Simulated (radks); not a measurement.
Results of a calculation; reference values are marked as such.
Spin polarisation of the 3d3 shell in neutral vanadium. Start: [Ar] 3d(up 1.5, down 1.5) 4s2; electrons of 3d are moved from spin down to spin up, other shells keep equal spins. Code: a radial shooting solver on a logarithmic mesh with Libxc functionals. Model: scalar-relativistic Kohn-Sham, PBEsol, spin-polarised, spherical densities, point nucleus.

| moment (Bohr magnetons) | E - E(0) (eV) | e(3d up) (eV) | e(3d down) (eV) | 4s down minus up (eV) |
|---|---|---|---|---|
| 0 | 0.000 | -5.184 | -5.184 | 0.000 |
| 0.75 | -0.114 | -5.467 | -4.859 | 0.176 |
| 1.5 | -0.455 | -5.706 | -4.493 | 0.354 |
| 2.25 | -1.024 | -5.899 | -4.083 | 0.536 |
| 3 | -1.817 | -6.039 | -3.626 | 0.724 |

At moment 3 the spin-polarisation energy is -1.817 eV and the 3d exchange splitting 2.413 eV, that is 0.804 eV per Bohr magneton; E = -I m^2/4 would give I = 0.808 eV.
